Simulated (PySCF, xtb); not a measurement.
Ge(Cl)3(OSiH3) (Cl3GeH3OSi), SMILES [SiH3][O][Ge]([Cl])([Cl])[Cl]. Other conformers were not sampled.

Harmonic wavenumbers (cm⁻¹) from GFN2-xTB in xtb at its own minimum, in rising order: 18, 45, 56, 111, 112, 134, 180, 183, 318, 371, 378, 403, 614, 626, 740, 773, 806, 906, 2245, 2262, 2296.

Problem. What does PBE-D3(BJ)/def2-SVP run with PySCF 2.14.0 give at its own minimum? (An estimate is asked for; the answer gives what the named calculation found.)

Solution. 9, 77, 86, 124, 129, 157, 203, 221, 379, 441, 448, 543, 688, 701, 910, 914, 917, 962, 2175, 2183, 2204. Paired by order, the mean absolute difference is 66 cm⁻¹ and the zero-point energies are 19.4 and 20.7 kcal/mol.
